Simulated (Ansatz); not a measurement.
Gas-phase reaction 4 R1 + R2 → 4 P1 + P2, each structure at its B3LYP-D3(BJ)/def2-SVP stationary point, reached from a drawn start (curvature not checked).
P1: CH4 (SMILES C), charge 0, multiplicity 1.
R1, H2 (SMILES [H][H]) (charge 0, multiplicity 1, Z-matrix in Å and degrees):
```
H
H 1 0.7609
```
P2, SiH4 (SMILES [SiH4]) (charge 0, multiplicity 1):
```xyz
5

Si     0.000     0.000     0.000
H      0.861     0.861     0.861
H     -0.861    -0.861     0.861
H     -0.861     0.861    -0.861
H      0.861    -0.861    -0.861
```
R2: C4H12Si (SMILES C[Si](C)(C)C), charge 0, multiplicity 1.

P less R. No zero-point or thermal terms.

Cores are frozen in the correlated methods.

The values were computed with Ansatz (a program for electronic structure). Each number belongs to the level named beside it.

Total energies in hartree:

| structure | PBE/def2-TZVPP | PBE0/def2-TZVPP | CCSD(T)/cc-pV(T+d)Z |
|---|---|---|---|
| P1 | -40.464360 | -40.475151 | -40.437841 |
| R1 | -1.166089 | -1.168332 | -1.172125 |
| P2 | -291.721820 | -291.756561 | -291.439958 |
| R2 | -448.869730 | -448.935694 | -448.459778 |

Question: Work out the reaction energy at each level in kJ/mol (1 hartree = 2625.49964 kJ/mol), and say how far PBE/def2-TZVPP lies from CCSD(T)/cc-pV(T+d)Z.

Answer: 
- PBE/def2-TZVPP: 4 × (-40.464360) + (-291.721820) − (-448.869730) − 4 × (-1.166089) = -0.045174 hartree = -118.6 kJ/mol
- PBE0/def2-TZVPP: 4 × (-40.475151) + (-291.756561) − (-448.935694) − 4 × (-1.168332) = -0.048143 hartree = -126.4 kJ/mol
- CCSD(T)/cc-pV(T+d)Z: 4 × (-40.437841) + (-291.439958) − (-448.459778) − 4 × (-1.172125) = -0.043044 hartree = -113.0 kJ/mol
PBE/def2-TZVPP less CCSD(T)/cc-pV(T+d)Z: -5.6 kJ/mol. CCSD(T)/cc-pV(T+d)Z is the level counted from, the highest shown, and no exact or measured value.
